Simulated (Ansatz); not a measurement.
`[SH][SnH]([Cl])[Cl]` + HBr → `[Cl][SnH]([Cl])[Br]` + H₂S at 500 K and 1 bar (ligand exchange at the Sn–S bond).

Computed with Ansatz on PBE0-D4/def2-TZVP structures; ΔE is electronic, products minus reactants. CBS: MP2 limit from def2 TZ/QZ plus the TZ coupled-cluster correction, frozen cores. This one scheme is used for every species. def2 core potentials past Kr. For Br, Sn outer-core shells are correlated without core-valence functions, which leaves a few kJ/mol of doubt a bond. Scalar relativity is left out up to krypton. One conformer a species, not always the lowest.

| species | CCSD(T)/CBS energy (Eh) | H − E (kJ/mol) | S (J/(mol·K)) |
| --- | --- | --- | --- |
| `[SH][SnH]([Cl])[Cl]` | -1532.67433 | 90.7 | 431.7 |
| HBr | -2573.91920 | 30.5 | 213.7 |
| `[Cl][SnH]([Cl])[Br]` | -3707.63582 | 64.7 | 413.6 |
| H₂S | -398.97279 | 57.0 | 224.0 |

H − E and S are ideal-gas, rigid-rotor, harmonic terms from PBE0-D4/def2-TZVP, for one conformer and one mirror image of each species. 1 Eh = 2625.50 kJ/mol, R = 8.31446 J/(mol·K).

By hand: ΔE, ΔH, ΔS and ΔG.

ΔE = (-3707.63582) + (-398.97279) − (-1532.67433) − (-2573.91920) = -0.01508 Eh = -39.6 kJ/mol. Δ(H − E) = 64.7 + 57.0 − 90.7 − 30.5 = 0.5, so ΔH = -39.1 kJ/mol. ΔS = 413.6 + 224.0 − 431.7 − 213.7 = -7.8 J/(mol·K). ΔG = -39.1 − 500 × (-7.8)/1000 = -35.2 kJ/mol.

By hand: the equilibrium constant, and the temperature at which ΔG would vanish if ΔH and ΔS stayed fixed.

log₁₀ K = −ΔG/(RT ln 10) = 3.7. ΔG = 0 at ΔH/ΔS = 5013 K, far beyond where these terms or the molecules hold.

The number of gas molecules stays the same, so ΔS is small and ΔH decides. A doubt of 5 kJ/mol in ΔE shifts log₁₀ K by 0.5 here. Other conformers and mirror images would add mixing entropy, several J/(mol·K) or more a flexible species. Modes under 60 cm⁻¹, often nearly free rotors, make the harmonic entropy too high. These are equilibria of isolated gas molecules and say nothing of rates. Largest T1 diagnostic: 0.011 (customary marks: 0.02 for closed shells, 0.045 for open ones).
